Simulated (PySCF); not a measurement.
Orbital energies and ionisation energy

Hexanal, C₆H₁₂O.
Structure used (PBE0-D3(BJ)/def2-SVP), in Å, numbered top down from 1:
```
atom  x, y, z in Å
C1     3.0134   -0.0539    0.2614
C2     1.6775    0.4858   -0.2227
C3     0.4813   -0.2801    0.3257
C4    -0.8584    0.2644   -0.1462
C5    -2.0453   -0.5033    0.4035
C6    -3.3847    0.0244   -0.0224
O7    -3.5518    0.9878   -0.7212
H8     3.0867   -0.0118    1.3602
H9     3.8573    0.5205   -0.1495
H10    3.1514   -1.1061   -0.0357
H11    1.6443    0.4646   -1.3263
H12    1.5829    1.5501    0.0562
H13    0.5691   -1.3449    0.0408
H14    0.5156   -0.2657    1.4308
H15   -0.9552    1.3259    0.1367
H16   -0.9037    0.2549   -1.2483
H17   -2.0446   -0.5183    1.5106
H18   -2.0097   -1.5724    0.1188
H19   -4.2629   -0.5557    0.3687
```

Level: PBE0/def2-SVPD (PySCF). Frontier orbitals with their largest atomic shares (Löwdin; up to four atoms above 4 %):

```tsv
orbital	ε (eV)	main atoms
HOMO−3	-9.56	C4 20 %, C3 16 %, C1 16 %, C2 14 %
HOMO−2	-9.37	C2 22 %, C3 21 %, C1 12 %, C4 7 %
HOMO−1	-9.10	C3 20 %, C2 19 %, C4 9 %, H13 8 %
HOMO	-7.46	?
LUMO	-0.68	C6 42 %, O7 36 %, C5 9 %, H19 6 %
LUMO+1	0.64	C5 14 %, C6 11 %, C3 11 %, H18 8 %
LUMO+2	0.96	C1 18 %, C2 10 %, C6 9 %, H9 8 %
```

**Question.** What vertical ionisation energy does ΔSCF give, and how far is −ε(HOMO) from it?

**Answer.** ΔSCF: 9.68 eV (934 kJ/mol; threshold wavelength 128 nm); ⟨S²⟩ of the doublet left behind is 0.757, against 0.75 for a pure doublet. −ε(HOMO) is 7.46 eV, 2.22 eV below it. In exact Kohn–Sham theory the two would be equal; PBE0 (global hybrid, 25 % exact exchange) falls short of its own ΔSCF value by 23 %. Holes in the HOMO−1 and HOMO−2 were tried too where these lie within 1.2 eV of the HOMO; the lowest converged state counts.

**Question.** On which atoms does the HOMO lie?

**Answer.** O7 (aldehyde oxygen) 58 %, C6 (aldehyde carbon) 16 %, C5 (sp3 carbon next to a carbonyl) 11 %, H19 (formyl hydrogen) 10 %, so more than half of it is on one atom. The HOMO−1 lies 1.64 eV lower.

**Question.** With α = 78.2 au, estimate the like-pair dispersion coefficient by London's formula C6 = (3/4)α²I.

**Answer.** I = 0.3556 Eh, so C6 ≈ 1630 au, a rough estimate.

**Question.** How many of the 10 lowest singlet excitations (vertical TDDFT, same level) lie below the ionisation energy?

**Answer.** All 10; they run from 4.38 to 8.12 eV.

One conformer (not necessarily the lowest) at the PBE0-D3(BJ)/def2-SVP geometry, without solvent, vibrations or thermal averaging.
